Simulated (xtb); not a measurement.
SnHBr, SMILES [Br][SnH] (connectivity only; charge and spin as stated), neutral, multiplicity 1. All values are semi-empirical tight-binding results from xtb (GFN2-xTB unless named), good for trends rather than for accurate numbers. Coordinates come from a GFN2-xTB optimisation.

Optimised geometry:

```xyz
3

Sn     0.0392     1.0136     0.0000
H     -1.8298     1.1940     0.0000
Br    -0.0038    -1.4821     0.0000
```

For metal compounds this method's bond lengths and energies can be far off.

### Question
Estimate the properties. (An estimate is asked for; the answer gives what the named calculation found.)

### Answer

- point group as xtb finds it = Cs
- orbital gap = 3.31 eV
- zero-point energy = 2.8 kcal/mol
- G − E(el) at 298.15 K (modified RRHO) = -14.8 kcal/mol

Computed atomic charges and the Wiberg bond orders between heavy atoms:
charges (e) Sn1 0.40, H2 -0.21, Br3 -0.18. Bond orders Sn1–Br3 1.37.
